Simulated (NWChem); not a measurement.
System: CrO4 (charge -2); SMILES [O]=[Cr-2](=[O])(=[O])=[O]

The following NWChem deck was run.

```
start job
memory heap 200 mb stack 900 mb global 1100 mb
charge -2
geometry units angstroms noautoz
  Cr    -0.000002     0.000000     0.000006
  O     -0.858303     0.956747     1.033015
  O      0.862909     0.947351    -1.037830
  O     -1.037762    -0.951680    -0.858221
  O      1.033159    -0.952425     0.863054
end
basis spherical
  Cr library 6-31g*
  O library 6-31g*
end
dft
  xc mn15
  grid fine
  iterations 150
  mulliken
end
task dft gradient
```

Excerpt of the output:

```
             Northwest Computational Chemistry Package (NWChem) 7.3.0
             --------------------------------------------------------

 C1  symmetry detected

                             Geometry "geometry" -> ""
                             -------------------------

 Output coordinates in angstroms (scale by  1.889725989 to convert to a.u.)

  No.       Tag          Charge          X              Y              Z
 ---- ---------------- ---------- -------------- -------------- --------------
    1 Cr                  24.0000    -0.00000029     0.00000107     0.00000172
    2 O                    8.0000     0.15646974     0.50806141     1.56094530
    3 O                    8.0000     1.26698430     0.56491982    -0.89151930
    4 O                    8.0000    -1.41269846     0.57547275    -0.62634517
    5 O                    8.0000    -0.01075472    -1.64845720    -0.04308600

 Effective nuclear repulsion energy (a.u.)     321.9173397502

                                 NWChem DFT Module
                                 -----------------

 Summary of "ao basis" -> "ao basis" (spherical)
 ------------------------------------------------------------------------------
       Tag                 Description            Shells   Functions and Types
 ---------------- ------------------------------  ------  ---------------------
 Cr                          6-31g*                 12       34   5s4p2d1f
 O                           6-31g*                  6       14   3s2p1d

            General Information
            -------------------
          SCF calculation type: DFT
          Wavefunction type:  closed shell.
          No. of atoms     :     5
          No. of electrons :    58
           Alpha electrons :    29
            Beta electrons :    29
          Charge           :    -2
          Spin multiplicity:     1
          Use of symmetry is: off; symmetry adaption is: off
          Maximum number of iterations: 150
          AO basis - number of functions:    90
                     number of shells:    36
          Convergence on energy requested:  1.00D-06
          Convergence on density requested:  1.00D-05
          Convergence on gradient requested:  5.00D-04

              XC Information
              --------------
                         MN15 Method XC Functional
                     Hartree-Fock (Exact) Exchange  0.440
                          MN15 Exchange Functional  1.000
                        MN15 Correlation Potential  1.000

             Grid Information
             ----------------
          Grid used for XC integration:  fine
          Radial quadrature: Mura-Knowles
          Angular quadrature: Lebedev.
          Tag              B.-S. Rad. Rad. Pts. Rad. Cut. Ang. Pts.
          ---              ---------- --------- --------- ---------
          Cr                  1.40      140           9.0       974
          O                   0.60       70           7.0       590
          Grid pruning is: on
          Number of quadrature shells:   420
          Spatial weights used:  Erf1

      Superposition of Atomic Density Guess
      -------------------------------------

 Sum of atomic energies:       -1342.08946720

 Renormalizing density from      56.00 to     58

      Non-variational initial energy
      ------------------------------

 Total energy =   -1370.204304
 1-e energy   =   -2577.047970
 2-e energy   =     884.926326
 HOMO         =       0.195254
 LUMO         =       0.393448

     ---------------------------------------------
      Total Density - Mulliken Population Analysis
     ---------------------------------------------

    Atom       Charge   Shell Charges
 -----------   ------   -------------------------------------------------------
    1 Cr  24    19.55   2.00  2.00  6.00  1.96  5.90  0.17  0.06  0.09  0.49  0.24  0.61  0.04
    2 O    8     9.61   2.00  0.92  3.08  1.03  2.57  0.01
    3 O    8     9.61   2.00  0.92  3.08  1.03  2.57  0.01
    4 O    8     9.61   2.00  0.92  3.08  1.03  2.57  0.01
    5 O    8     9.61   2.00  0.92  3.08  1.03  2.57  0.01

[...]

                         DFT ENERGY GRADIENTS

    atom               coordinates                        gradient
                 x          y          z           x          y          z
   1 Cr     -0.000001   0.000002   0.000003   -0.000013   0.000021   0.000010
   2 O       0.295685   0.960097   2.949759    0.002092   0.006829   0.020983
   3 O       2.394253   1.067544  -1.684727    0.017046   0.007603  -0.011984
   4 O      -2.669613   1.087486  -1.183621   -0.018986   0.007737  -0.008425
   5 O      -0.020323  -3.115132  -0.081421   -0.000138  -0.022191  -0.000584
```

Level: MN15/6-31G* (spherical d). Sets without diffuse functions describe the anion's extra electron poorly. All runs use the structure optimised with B3LYP/def2-SVPD. Not confirmed as a minimum by frequencies. The highest occupied level is positive, so the extra electron may be held by the finite basis.
